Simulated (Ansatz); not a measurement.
## Ligand exchange: CBrCl2F + SiH(CH3)2Br → C2H3Cl2F + SiH(CH3)Br2

Species: CBrCl2F (bromodichlorofluoromethane) `FC(Cl)(Cl)Br`, singlet; SiH(CH3)2Br, singlet; C2H3Cl2F (1,1-dichloro-1-fluoroethane) `CC(F)(Cl)Cl`, singlet; SiH(CH3)Br2, singlet. The partners trade Br for CH3: C–Br and Si–CH3 bonds give way to C–CH3 and Si–Br.

Shapes, held fixed at every level: PBE0-D4/def2-TZVP. Programs: Ansatz 0.2.0. The zero-point and thermal change to 298 K, harmonic and unscaled (PBE0-D4/def2-TZVP), is +6.5 kJ/mol.

Estimate ΔH(298 K) of this reaction.

The highest level, CCSD(T)/def2-TZVPP, gives ΔH(298 K) = -151.2 kJ/mol; the levels span -183.6 to -146.9. The column of differences is taken from that level and isn't an error. No measured value is set beside it here. Relativity is left out for Br unless named. Correlated rows may include outer-core shells of Br, which these sets cover unevenly. Times are processor times on shared x86 and Arm servers, and rough.

```csv
level,kind,ΔH(298 K) (kJ/mol),less CCSD(T)/def2-TZVPP,CPU time (sum over the molecules)
HF/def2-SVP,Hartree–Fock,-183.6,-32.4,–
r2SCAN-D4/def2-TZVPP,meta-GGA,-149.6,+1.6,64 s
B3LYP-D4/def2-TZVPP,global hybrid,-146.9,+4.3,72 s
BHLYP-D4/def2-TZVPP,global hybrid,-160.1,-8.9,50 s
r2SCAN0-D4/def2-TZVPP,global hybrid,-157.2,-6.0,79 s
CCSD(T)/def2-SVP,coupled cluster or CI,-162.9,-11.7,89 s
CCSD/def2-TZVPP,coupled cluster or CI,-155.0,-3.8,–
CCSD(T)/def2-TZVPP,coupled cluster or CI,-151.2,0.0,32 min
```
